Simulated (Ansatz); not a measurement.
Cost and result for the atomization energy of CH4AlBFN (9 atoms, 11 bonds).

| atom | x (Å) | y (Å) | z (Å) |
| --- | --- | --- | --- |
| B1 | -0.6918 | 0.0148 | 0.7116 |
| C2 | -0.3065 | 0.7801 | -0.5939 |
| F3 | -0.3207 | 2.0999 | -0.8122 |
| N4 | 0.8208 | 0.2187 | 0.3791 |
| Al5 | 0.3743 | -0.9148 | -1.0046 |
| H6 | -0.9515 | -1.2118 | 0.3932 |
| H7 | -1.2080 | 0.3640 | 1.7245 |
| H8 | 1.3947 | 0.8828 | 0.8703 |
| H9 | 0.8888 | -2.2338 | -1.6680 |

The species carries charge 0 and has multiplicity 1. The bonds changed during the relaxation, so this is another structure than the one it started from. Geometry: relaxed with PBE0-D4/def2-TZVP. Program: Ansatz. All runs use 2 threads of an Arm Neoverse V2 on a shared host. Times are those of one run each, without the atoms' runs, and a repeat can differ threefold. Electronic energies, without spin–orbit coupling; frozen cores. CCSD(T)/CBS adds CCSD(T) − MP2 in def2-TZVPP to the MP2 limit, and its time is that of the two runs behind it. T1 = 0.014.

CCSD(T)/CBS is a level of theory with its own doubt, some kJ/mol a heavy atom from the limit and from the frozen cores, so smaller differences don't rank the functionals.

| level | functions | wall time |
| --- | --- | --- |
| BLYP-D4/def2-TZVPP | 222 | 3.2 s |
| PBE0-D4/def2-TZVPP | 222 | 3.7 s |
| BHLYP-D4/def2-TZVPP | 222 | 3.7 s |
| CAM-B3LYP-D4/def2-TZVPP | 222 | 4.1 s |
| CCSD(T)/def2-SVP | 94 | 4.2 s |
| r2SCAN-D4/def2-TZVPP (with forces) | 222 | 7 s |
| r2SCANh-D4/def2-TZVPP | 222 | 7 s |
| ωB97X-V/def2-TZVPP | 222 | 10 s |
| B97M-V/def2-TZVPP | 222 | 11 s |
| ωB97M-V/def2-TZVPP (with forces) | 222 | 15 s |
| MP2/def2-QZVPP | 418 | 29 s |
| CCSD(T)/def2-TZVPP | 222 | 110 s |
| CCSD(T)/CBS(def2) | – | 2.4 min |

(1) What atomization energy does each give, and how far from CCSD(T)/CBS? (An estimate is asked.)

## Answers

(1) Ansatz gave: 
```tsv
level	atomization (kJ/mol)	difference from CCSD(T)/CBS	per bond
BLYP-D4/def2-TZVPP	3065.1	19.3	1.7
PBE0-D4/def2-TZVPP	3085.4	39.6	3.6
BHLYP-D4/def2-TZVPP	2930.5	-115.3	-10.5
CAM-B3LYP-D4/def2-TZVPP	3077.7	31.9	2.9
CCSD(T)/def2-SVP	2865.1	-180.7	-16.4
r2SCAN-D4/def2-TZVPP (with forces)	3089.7	43.9	4.0
r2SCANh-D4/def2-TZVPP	3060.2	14.4	1.3
ωB97X-V/def2-TZVPP	3081.7	35.9	3.3
B97M-V/def2-TZVPP	3095.0	49.2	4.5
ωB97M-V/def2-TZVPP (with forces)	3084.3	38.5	3.5
MP2/def2-QZVPP	3096.2	50.4	4.6
CCSD(T)/def2-TZVPP	2950.3	-95.5	-8.7
CCSD(T)/CBS(def2)	3045.8	0.0	0.0
```

At CCSD(T), def2-SVP lies −180.7 kJ/mol from the extrapolated value and def2-TZVPP −95.5 kJ/mol: correlation converges slowly with the basis, and small sets miss more of it in the bonded molecule than in its fragments. The D4 term adds +28.5 kJ/mol with B3LYP and +14.6 kJ/mol with PBE0; it sums over pairs of atoms, weighted by their polarisabilities, and B3LYP, whose exchange is more repulsive, gets the larger term. Leaving LDA and LC-ωPBE aside and taking each functional with its dispersion term where it has one, the values, not all of them listed here, spread over 240.6 kJ/mol, from BHLYP-D4 to PBE-D4. LDA lies +462.6 kJ/mol from PBE without D4, its usual overbinding.

B3LYP here is the variant with VWN-RPA as its local correlation; programs differ in this.
